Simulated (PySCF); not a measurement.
SMILES COc1ccc(B)cc1 (C₇H₉BO) at its GFN2-xTB optimised geometry (Å):

```
18

B     -1.4290    -2.8750     0.0002
C     -0.6153    -1.5693     0.0000
C     -1.2345    -0.3127     0.0001
C     -0.5202     0.8692    -0.0002
C      0.8722     0.8351    -0.0004
O      1.6807     1.9254    -0.0006
C      1.0953     3.2052    -0.0071
C      1.5197    -0.4044     0.0000
C      0.7905    -1.5693     0.0000
H     -0.8816    -3.9091     0.0013
H     -2.5989    -2.8386    -0.0005
H     -2.3141    -0.2641     0.0003
H     -1.0510     1.8091    -0.0001
H      1.9261     3.9091    -0.0072
H      0.4817     3.3713     0.8842
H      0.4870     3.3642    -0.9031
H      2.5989    -0.4140     0.0002
H      1.3123    -2.5151    -0.0001
```

Level of theory: CAM-B3LYP/def2-SVP (PySCF). Cells within 0.4 Å of a nucleus heavier than hydrogen are left out (blank, or x).

Map of the deformation density (molecule minus spherical neutral atoms) (e/bohr³) on the plane z = 0.0 Å:

```
|222222222222222222222222222|
|222222222222222222222222222|
|222222222222222211222222222|
|222222222222211111112222222|
|222222222222111133112222222|
|222222222222111079212222222|
|222222222221113xx3112222222|
|222222222211111131112222222|
|222222222111110130222222222|
|2222222211273101xx422222222|
|222222221138422350222222222|
|222222211114x99x10112222222|
|222222211128532x61111222222|
|2222221146x8200483421222222|
|2222221157xx1002xx931122222|
|222222111139311782311222222|
|22222221111xx7xx31111222222|
|222222211138x65x41112222222|
|222222123357311772122222222|
|2222221486x4111221122222222|
|2222221254x5211111222222222|
|222222222259321122222222222|
|222222221233212222222222222|
|222222222221122222222222222|
|222222222222222222222222222|
|222222222222222222222222222|
|222222222222222222222222222|
```
Scale: ten equal steps from -0.030 (start of '0') to 0.108 (end of '9'), in the order '0123456789'; x runs from -6.00 to 6.00, y from -6.00 (bottom) to 6.00 (top).
